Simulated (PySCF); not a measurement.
Bond curve of BBr

Set-up: basis B cc-pVTZ, Br cc-pVTZ-PP with ECP10; scalar-relativistic core potentials; PySCF 2.14. Energies in eV from B + Br in their ground configurations at the same level. All curves are PBE0. state 1: ¹Σ⁺ (singlet), closed shell; state 2: ³Π (triplet), unpaired electrons σ ↑, π ↑, a second solution, started from another occupation.

| R (Å) | state 1 | state 2 |
| --- | --- | --- |
| 1.632 | -3.668 | -1.824 |
| 1.708 | -4.163 | -2.292 |
| 1.784 | -4.432 | -2.519 |
| 1.841 | -4.525 | -2.576 |
| 1.898 | -4.550 | -2.560 |
| 1.955 | -4.522 | -2.490 |
| 2.031 | -4.422 | -2.335 |
| 2.126 | -4.230 | -2.080 |
| 2.240 | -3.937 | -1.732 |
| 2.392 | -3.494 | -1.266 |

Problem. Put a parabola through the three lowest points of the state 1 curve and estimate Re, k and ωe (reduced mass 9.662 u; 1 eV/Å² = 0.16022 mdyn/Å; ωe = 1302.8·√(k/μ) cm⁻¹).

Solution. Through R = 1.841, 1.898, 1.955 Å the second-order coefficient is 8.16 eV/Å², so Re ≈ 1.896 Å, k ≈ 2.61 mdyn/Å and ωe ≈ 678 cm⁻¹. A polynomial fit of higher order to the unrounded PBE0 energies gives Re = 1.893 Å, k = 2.67 mdyn/Å, ωe = 684 cm⁻¹; anharmonicity and rounding make the difference.

The higher-order fit for each curve: state 1: Re = 1.893 Å, ωe = 684 cm⁻¹, De = 4.55 eV; state 2: Re = 1.855 Å, ωe = 764 cm⁻¹, minimum 2.58 eV below the ground-state fragments.
